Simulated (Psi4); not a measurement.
silicon monoxide (OSi), singlet, at a GFN2-xTB geometry. Base run: Psi4 1.11 with PBE/6-311G**.

Psi4 was given this input:
```
memory 2 GB

molecule {
0 1
  Si   -0.00000000   -0.00000000   -0.54858264
  O     0.00000000    0.00000000    0.96001962
}

set basis 6-311g**

energy('pbe')
print_variables()
```

Each row names what was changed in the base input (with any setting that the change needs).

| change | E (Eh) | SCF-reference dipole (D) |
|---|---|---|
| base | -364.52374 | 2.54 |
| functional = svwn | ___ | ___ |
| functional = m06-2x | -364.69703 | 3.10 |
| functional = pw6b95 | ___ | ___ |
| functional = blyp | -364.75279 | 2.61 |
| functional = cam-b3lyp | -364.72754 | 2.97 |
| functional = b3lyp | -364.76536 | 2.85 |
| functional = hse06 | -364.55967 | 2.84 |
| functional = m11 | -364.71230 | 3.03 |
| functional = b2plyp | ___ | - |
| functional = hf (with energy('scf')) | -363.81558 | 3.55 |
| functional = x3lyp | ___ | ___ |
| functional = wb97x-v | -364.66410 | 2.91 |

**Question.** Complete the blanks.

**Answer.** 
- functional = svwn, E (Eh): -363.51049
- functional = svwn, SCF-reference dipole (D): 2.65
- functional = pw6b95, E (Eh): -365.08462
- functional = pw6b95, SCF-reference dipole (D): 2.90
- functional = b2plyp, E (Eh): -364.61085
- functional = x3lyp, E (Eh): -364.70025
- functional = x3lyp, SCF-reference dipole (D): 2.87

Total energies compare only within one method and basis.
